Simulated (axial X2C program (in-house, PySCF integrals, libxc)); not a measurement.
Potential curves of BSe, two-component

Computed with an in-house all-electron X2C program for linear molecules (integrals from PySCF). Two-component (2c) means X2C with spin–orbit coupling and atomic mean-field two-electron Coulomb and Gaunt terms. Basis: Se dyall-cv3z [8s9p6d4f1g], B dyall-v3z [7s6p2d1f] (cores contracted in-house); Gaussian nuclei, density fitting, unrestricted open shells. Masses: Se 79.917 u, B 11.009 u.

State: Ω = 1/2 (⟨Sz⟩ = 0.50, ⟨Lz⟩ = 0.00 at PBE0). Energies in eV from the fragments at the same level (Se + B). Fits are polynomials in 1 − R0/R over 0.85 to 1.23 times the lowest point R0.

| R (Å) | PBE0 |
| --- | --- |
| 1.5147 | -3.7643 |
| 1.5843 | -4.4905 |
| 1.6365 | -4.8055 |
| 1.6888 | -4.9688 |
| 1.7410 | -5.0121 |
| 1.8019 | -4.9467 |
| 1.8629 | -4.7885 |
| 1.9412 | -4.4922 |
| 2.0370 | -4.0462 |
| 2.1763 | -3.3447 |

Occupations by symmetry block were frozen at the best pattern of an incomplete PBE0 search. Dissociation energies refer to the lowest single-determinant-based atoms at the same level and basis. Density functionals use the spin component along the axis (collinear). In 2c an atomic determinant is not the ground J level, so De misses part of the atomic spin–orbit lowering. This holds for PBE0. Without a current term, density functionals place determinants with orbital angular momentum somewhat too high.

(1) Fit the PBE0 curve near its minimum: give the equilibrium distance, the harmonic wavenumber and the well depth.

Answers

(1) At PBE0, 2c: Re = 1.737 Å, ωe ≈ 987 cm⁻¹, De = 5.01 eV to Se + B; Be follows as 0.577 cm⁻¹.
